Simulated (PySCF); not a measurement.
C6H8NO2P.
Atom-mapped SMILES: `[CH3:1][P@:2](=[O:3])([OH:4])[c:5]1[cH:6][cH:7][n:8][cH:9][cH:10]1`

Geometry (GFN2-xTB, Å), atoms numbered from 1 in this order:
```
atom  x, y, z in Å
C1    -2.1948   -0.5392    1.1478
P2    -1.2927    0.8499    0.3764
O3    -1.2459    2.0993    1.1432
O4    -2.0684    1.0364   -1.0298
C5     0.3383    0.1895   -0.1000
C6     1.4702    0.6714    0.5378
C7     2.7009    0.1496    0.1663
N8     2.8409   -0.7791   -0.7632
C9     1.7570   -1.2315   -1.3701
C10    0.4773   -0.7859   -1.0765
H11   -3.1850   -0.1805    1.4190
H12   -2.2783   -1.3770    0.4638
H13   -1.6645   -0.8426    2.0465
H14   -2.1929    1.9767   -1.1729
H15    1.3719    1.4361    1.2926
H16    3.6174    0.4895    0.6304
H17    1.9272   -1.9866   -2.1267
H18   -0.3871   -1.1697   -1.5963
```

NICS = −σ at a ghost point: NICS(0) at the centroid of the ring atoms, NICS(1) 1 Å to either side along the normal of their mean plane, zz for the tensor component along that normal. Level: GIAO PBE0/pcSseg-1 (PySCF, non-relativistic, gas phase) on the GFN2-xTB geometry, one conformer.

Ring bond lengths (Å), with Mayer bond orders in brackets: C5–C6 1.386 (1.43), C6–C7 1.387 (1.38), C7–N8 1.321 (1.48), N8–C9 1.322 (1.48), C9–C10 1.387 (1.40), C10–C5 1.387 (1.37).

Problem. What do the NICS probes read (ppm)?

Solution. 
```json
{"ring": "C5–C6–C7–N8–C9–C10", "type": "6-membered ring with N; formal bonds all aromatic", "NICS(0)": "-7.7", "NICS(1), two faces": "-11.6 / -11.6", "NICS(1)zz, two faces": "-28.9 / -28.8", "rms pucker (Å)": "0.00", "centre to ring atoms, mean (Å)": "1.36"}
```

Problem. What can be read from them?

Solution. 
- C5–C6–C7–N8–C9–C10: mean NICS(1)zz -28.8 ppm, shielded, aromatic by this magnetic criterion (flat ring, no four-coordinate atom).

Problem. And the bond-length index? HOMA = 1 − mean of α(R − Ropt)² over the ring bonds, with Krygowski's 1993 parameters (CC: Ropt 1.388 Å, α 257.7 Å⁻²; CN: Ropt 1.334 Å, α 93.52 Å⁻²).

Solution. 
- C5–C6–C7–N8–C9–C10: HOMA 0.99; the largest term is that of C7–N8, α(R − Ropt)² = 0.01. The geometric and the magnetic index point the same way.

Problem. At the second NICS(1) probe listed for ring C5–C6–C7–N8–C9–C10, 1 Å off the ring, what do the in-plane components average?

Solution. The isotropic value is a third of the trace: (3 × -11.6 − (-28.8))/2 = -3.0 ppm.
